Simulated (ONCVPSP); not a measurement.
antimony, ONCV: configuration errors across variants

```json
{"Element": "Sb (Z = 51)", "Generator": "ONCVPSP 4.0.1", "Type": "optimised norm-conserving Vanderbilt (ONCV)", "Functional": "PBE", "Relativity": "scalar-relativistic", "Frozen core": "[Ar] 3d10", "Valence charge": "23", "Reference configuration": "4s2 4p6 4d10 5s1 5p4", "Partial waves": "4s+5s: rc 1.35 bohr, ncon 4, nbas 8, qcut 9 1/bohr, 2 projectors; 4p+5p: rc 1.40 bohr, ncon 4, nbas 8, qcut 10.6 1/bohr, 2 projectors; 4d: rc 1.30 bohr, ncon 5, nbas 10, qcut 9.4 1/bohr, local", "Local potential": "the d channel", "Core correction": "none"}
```

All-electron excitation energies from the reference (eV): (1) 4s2 4p6 4d10 5s2 5p3 -8.112; (2) 4s2 4p6 4d10 5s2 5p2 0.205; (3) 4s2 4p6 4d10 5s2 5p1 16.174; (4) 4s2 4p6 4d10 5s0 5p5 8.319.

A true bound ghost makes a file unfit for plane-wave use even where its test errors are small: the radial tests pick states by their node count and pass the ghost by.

Errors AE − PS in meV (a dash: test not solved or not reliable):

| change | (1) | (2) | (3) | (4) | bound ghosts | GHOST(+) flags above zero |
| --- | --- | --- | --- | --- | --- | --- |
| base | +0.7 | -0.7 | -3.7 | -0.7 | none | s |
| all radii scaled by about 0.81 (s 1.10, p 1.14, d 1.06 bohr) | +0.3 | -1.1 | -4.1 | -0.4 | none | s |
| all radii scaled by about 0.90 (s 1.22, p 1.26, d 1.16 bohr) | +0.5 | -0.8 | -3.8 | -0.5 | none | s |
| all radii scaled by about 1.07 (s 1.44, p 1.50, d 1.40 bohr) | +0.6 | -0.8 | -3.9 | -0.8 | none | s |
| all radii scaled by about 1.27 (s 1.72, p 1.78, d 1.66 bohr) | -0.1 | -1.5 | -6.0 | -1.9 | p | s |

**Question.** Give the same row for: all radii scaled by about 1.20 (s 1.62, p 1.68, d 1.56 bohr).

**Answer.** +0.2, -1.2, -4.5, -1.3; bound ghosts: none; GHOST(+) flags above zero: s, p.
